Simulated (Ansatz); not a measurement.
```xyz
4

Li    0.0000    0.0000    0.0000
F     1.7871    0.0000    0.0000
F    -0.8935    1.5477    0.0000
F    -0.8936   -1.5477    0.0000
```

Basis set: pcseg-2 (spherical functions). Charge 0, multiplicity 1.

Computed with Ansatz (development build ahead of 0.2.0); each method stands on the lowest determinant of its kind that the runs found.

Q: Give the atomization energy at this shape (free ground-state atoms in the same class of orbitals less the molecule, no zero-point energy) of singlet LiF₃ by UHF, RHF.

A:

| method | atomization energy |
| --- | --- |
| UHF | 83.31 kcal/mol |
| RHF | -104.77 kcal/mol |

Caution for UHF: the unrestricted determinant is a mixture of spin states. Caution for RHF: an unrestricted determinant lies well below; the molecule lies well above its atoms at this level.

The shape needn't be a minimum at these levels.
